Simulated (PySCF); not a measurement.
The electron affinity along the 4d series

All values are computed (PySCF 2.14, energy differences of UHF-based or UKS calculations, no spin-orbit coupling). Values in eV. The last column holds reference values (measured affinities from photodetachment; the arrow runs from anion to atom). Unmarked ones compare directly (S terms, centres of terms, or small fine structure); those marked * lie between the lowest fine-structure levels and include a spin-orbit shift.

```
                               element                 configurations    LDA    PBE  MP2 (valence)  SCS-MP2 (valence)  CCSD (valence)  CCSD(T) (valence)  reference
Zr (aug-cc-pVDZ-PP with ECP28MDF, ECP)    [Kr] 4d3 5s2 → [Kr] 4d2 5s2  0.911  0.796         -0.143             -0.460           0.159              0.233    0.433 *
Nb (aug-cc-pVDZ-PP with ECP28MDF, ECP)    [Kr] 4d4 5s2 → [Kr] 4d4 5s1  0.938  0.638          0.248              0.350           0.633              0.745    0.917 *
Mo (aug-cc-pVDZ-PP with ECP28MDF, ECP)    [Kr] 4d5 5s2 → [Kr] 4d5 5s1  0.819  0.486          0.158              0.257           0.489              0.577      0.747
Tc (aug-cc-pVDZ-PP with ECP28MDF, ECP)    [Kr] 4d6 5s2 → [Kr] 4d5 5s2  0.972  0.911         -0.229             -0.186          -0.047              0.054        n/a
Ru (aug-cc-pVDZ-PP with ECP28MDF, ECP)    [Kr] 4d7 5s2 → [Kr] 4d7 5s1  1.276  0.993          0.534              0.623           0.779              0.888    1.046 *
Rh (aug-cc-pVDZ-PP with ECP28MDF, ECP)    [Kr] 4d8 5s2 → [Kr] 4d8 5s1  1.426  1.152          0.706              0.779           0.884              0.994    1.143 *
Pd (aug-cc-pVDZ-PP with ECP28MDF, ECP)      [Kr] 4d10 5s1 → [Kr] 4d10  1.144  0.920          0.215              0.135           0.292              0.385      0.562
Ag (aug-cc-pVDZ-PP with ECP28MDF, ECP)  [Kr] 4d10 5s2 → [Kr] 4d10 5s1  1.666  1.396          0.999              1.017           1.067              1.166      1.304
```

Q: Which of these methods has the smallest mean absolute error against the measured values here?

A: CCSD(T) (valence), with 0.162 eV.

| method | elements | mean error (eV) | mean absolute error (eV) | largest error (eV) |
| --- | --- | --- | --- | --- |
| LDA | 3 | 0.338 | 0.338 | 0.582 |
| PBE | 3 | 0.062 | 0.237 | 0.358 |
| MP2 (valence) | 3 | -0.414 | 0.414 | -0.590 |
| SCS-MP2 (valence) | 3 | -0.402 | 0.402 | -0.490 |
| CCSD (valence) | 3 | -0.255 | 0.255 | -0.271 |
| CCSD(T) (valence) | 3 | -0.162 | 0.162 | -0.177 |

The highest occupied level of the anion is positive for Zr⁻ at LDA, PBE; Nb⁻ at LDA, PBE; Mo⁻ at LDA, PBE; Tc⁻ at LDA, PBE; Ru⁻ at LDA, PBE; Rh⁻ at LDA, PBE; Pd⁻ at LDA, PBE; Ag⁻ at LDA, PBE, so there the basis helps to hold the electron.

Errors include the incompleteness of the basis and the frozen core.

"Valence" correlates the outer s and p shells and, in groups 3 to 12 and the f block, the outer d or f shell, open or full, or the next shell where the ion has no valence electron left; the wider scheme adds the next inner shell.
